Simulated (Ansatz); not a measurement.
One elementary step

Start structure (SiH₆O₄, singlet), relaxed at PBE0-D4/def2-TZVP:

Si1  (0.742, -0.401, 0.677)
H2  (1.886, -0.086, 1.556)
O3  (0.239, -1.937, 0.949)
O4  (-0.590, 0.518, 1.025)
O5  (1.190, -0.061, -0.839)
H6  (-1.165, 2.008, -1.997)
O7  (-1.175, 1.092, -1.711)
H8  (0.868, -2.650, 0.832)
H9  (-1.183, 0.149, 1.683)
H10  (0.479, 0.254, -1.426)
H11  (-1.291, 1.113, -0.749)
(Å)

The step: SiH₄O₃ ([OH][SiH]([OH])[OH]) + H₂O → SiH₄O₄ ([OH][Si]([OH])([OH])[OH]) + H₂; bonds formed: Si1–O7, H2–H6; bonds broken: Si1–H2, H6–O7. Computed with Ansatz 0.2.0 (basis: def2-TZVPP and def2-QZVPP); correlated methods freeze the cores. Extrapolation: Hartree–Fock as exp(−7.88 √X), correlation as X^−2.97. Energies below are by CCSD(T) at an estimated basis limit (MP2 extrapolated from triple and quadruple zeta, plus CCSD(T) − MP2 in triple zeta).

**Question.** What are the electronic barrier and the energy of the step, from the start structure to the end structure? (An estimate is asked for; the value comes from the calculation.)

**Answer.** By the calculation: Barrier 171.0 kJ/mol; step energy -68.1 kJ/mol (downhill); reverse barrier, their difference, 239.1 kJ/mol. Barrier and step energy count from the start structure, the reverse barrier from the end structure.

The saddle point: One imaginary mode of 1130i cm⁻¹.
| pair | start (Å) | saddle (Å) | end (Å) |
| --- | --- | --- | --- |
| Si1–O7 | 3.41 | 1.84 | 1.63 |
| H2–H6 | 5.13 | 1.15 | 0.75 |
| Si1–H2 | 1.48 | 1.73 | 3.97 |
| H6–O7 | 0.96 | 1.12 | 2.69 |

Zero-point energy (harmonic, PBE0-D4): ZPE is 203.1 kJ/mol at the start and 195.2 kJ/mol at the saddle, so the barrier goes from 171.0 to 163.1 kJ/mol.

The T1 diagnostic stays at or below 0.012.

Labels in which every atom is bracketed show which atoms are joined, not bond orders.

For scale, one of the runs: CCSD(T)/def2-TZVPP, 250 basis functions, launched by `ansatz run in.yaml --threads 8 --pin off --events-out ev --progress --plain --max-ram 19148MiB`. Hardware: 8 CPU threads of an Intel Xeon Platinum 8488C, shared host. Wall time 68 s; peak host memory 5.7 GiB.
